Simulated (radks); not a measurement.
Values are calculated unless marked as measured or tabulated.
Task: The tellurium ion Te40+, 12 electrons, occupied as [Ne] 3s2 (the NIST ground configuration). Code: a radial shooting solver on a logarithmic mesh with Libxc functionals. Model: Dirac Kohn-Sham, PBE, spin-unpolarised, spherical densities, finite nucleus; Fermi nuclear charge, rms radius 4.7423 fm. Some entries of the table are withheld. Estimate them.

| orbital | occ. | eigenvalue (Ry) | r(max) (bohr) | <r> (bohr) |
|---|---|---|---|---|
| 1s1/2 | 2 | -2510.959 | 0.01793 | 0.02779 |
| 2s1/2 | 2 | (1) | (2) | 0.1174 |
| 2p1/2 | 2 | -513.5950 | (3) | (4) |
| 2p3/2 | 4 | -492.6665 | (5) | (6) |
| 3s1/2 | 2 | -215.1707 | 0.2698 | (7) |

Result: 
(1) 2s1/2 eigenvalue (Ry): -533.4275
(2) 2s1/2 r(max) (bohr): 0.1006
(3) 2p1/2 r(max) (bohr): 0.07718
(4) 2p1/2 <r> (bohr): 0.09890
(5) 2p3/2 r(max) (bohr): 0.08176
(6) 2p3/2 <r> (bohr): 0.1042
(7) 3s1/2 <r> (bohr): 0.2834
